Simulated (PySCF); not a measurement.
Isomers of C4H6F4O, mass 146.035 u with the commonest isotopes. Level of theory: PBE0/def2-SVPD in PySCF (dipole) on a GFN2-xTB geometry, gas phase. One conformer each, none proved a minimum here; rigid rotors.

Task: Order these by radius of gyration √(Σ m r²/M), smallest first.
A. `[CH3:1][C@@H:2]([F:3])[O:4][C@H:5]([F:6])[CH:7]([F:8])[F:9]` with C1–C2–O4–C5 176°, C2–O4–C5–F6 -72°, O4–C5–C7–F8 -178°
B. `[OH:1][CH2:2][C@H:3]([F:4])[CH2:5][C:6]([F:7])([F:8])[F:9]` with H–O1–C2–C3 -62°, O1–C2–C3–F4 65°, C2–C3–C5–C6 -91°
C. `[F:1][CH2:2][CH2:3][CH2:4][O:5][C:6]([F:7])([F:8])[F:9]` with F1–C2–C3–C4 68°, C2–C3–C4–O5 68°, C3–C4–O5–C6 176°

Result: B (2.099 Å), A (2.173 Å), C (2.268 Å).

Task: Order these by rotational constant C, smallest first.
A. `[OH:1][CH2:2][C@H:3]([F:4])[CH2:5][C:6]([F:7])([F:8])[F:9]` with H–O1–C2–C3 -62°, O1–C2–C3–F4 65°, C2–C3–C5–C6 -91°
B. `[F:1][CH2:2][CH2:3][CH2:4][O:5][C:6]([F:7])([F:8])[F:9]` with F1–C2–C3–C4 68°, C2–C3–C4–O5 68°, C3–C4–O5–C6 176°
C. `[CH3:1][C@@H:2]([F:3])[O:4][C@H:5]([F:6])[CH:7]([F:8])[F:9]` with C1–C2–O4–C5 176°, C2–O4–C5–F6 -72°, O4–C5–C7–F8 -178°

Result: B (735.9 MHz), C (799.0 MHz), A (872.7 MHz).

Task: Order these by rotational constant A, smallest first.
A. `[CH3:1][O:2][C@@H:3]([F:4])[CH2:5][C:6]([F:7])([F:8])[F:9]` with C1–O2–C3–F4 67°, O2–C3–C5–C6 166°
B. `[F:1][CH2:2][CH2:3][CH2:4][O:5][C:6]([F:7])([F:8])[F:9]` with F1–C2–C3–C4 68°, C2–C3–C4–O5 68°, C3–C4–O5–C6 176°
C. `[CH3:1][C@@H:2]([F:3])[O:4][C@H:5]([F:6])[CH:7]([F:8])[F:9]` with C1–C2–O4–C5 176°, C2–O4–C5–F6 -72°, O4–C5–C7–F8 -178°
D. `[OH:1][CH2:2][C@H:3]([F:4])[CH2:5][C:6]([F:7])([F:8])[F:9]` with H–O1–C2–C3 -62°, O1–C2–C3–F4 65°, C2–C3–C5–C6 -91°

Result: D (2617 MHz), C (2882 MHz), B (3305 MHz), A (3440 MHz).

| SMILES | point group | Ia (u·Å²) | Ib (u·Å²) | Ic (u·Å²) | κ | μa (D) | μb (D) | μc (D) |
| --- | --- | --- | --- | --- | --- | --- | --- | --- |
| C[C@@H](F)O[C@H](F)C(F)F | C1 | 175.34 | 570.73 | 632.55 | -0.92 | 2.06 | 0.47 | 1.49 |
| OC[C@H](F)CC(F)(F)F | C1 | 193.09 | 514.19 | 579.12 | -0.87 | 1.43 | 0.65 | 0.18 |
| CO[C@@H](F)CC(F)(F)F | C1 | 146.92 | 590.84 | 628.83 | -0.96 | 2.44 | 1.49 | 0.24 |
| FCCCOC(F)(F)F | C1 | 152.90 | 662.28 | 686.71 | -0.98 | 1.91 | 2.10 | 0.32 |
